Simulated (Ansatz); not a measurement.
Consider the cleavage of the Si–Ge bond: `F[SiH]([SiH3])[GeH3]` + H–F → `F[SiH](F)[SiH3]` + GeH₄.

Gas-phase electronic energies from Ansatz, PBE0-D4/def2-TZVP geometries. CCSD(T)/CBS is the MP2 limit (def2-TZVPP, def2-QZVPP) plus CCSD(T) − MP2 in def2-TZVPP, frozen cores. This one scheme is used for every species. Functionals use def2-TZVPP. For Ge outer-core shells are correlated without core-valence functions, which leaves a few kJ/mol of doubt a bond. Scalar relativity is left out up to krypton.

| level | ΔE (kJ/mol) |
| --- | --- |
| r2SCAN0-D4 | -134.2 |
| RPA@PBE/def2-TZVPP | -135.4 |

(1) What does CCSD(T)/CBS give? (Estimate.)

Largest T1 diagnostic among the species: 0.013.

Answers

(1) Ansatz gave: -130.6 kJ/mol. The listed levels differ from it by -3.6, -4.8 kJ/mol.

From BLYP to BHLYP (50 % exact exchange), in def2-TZVPP and without D4, ΔE moves by −10.6 kJ/mol. Leaving LDA and LC-ωPBE aside and taking each functional with its dispersion term where it has one, the values, not all of them listed here, spread over 31.5 kJ/mol, from CAM-B3LYP-D4 to revPBE-D4.

CCSD(T)/CBS has its own doubt, a few kJ/mol and more with outer-core shells, so smaller differences from it don't rank the levels.
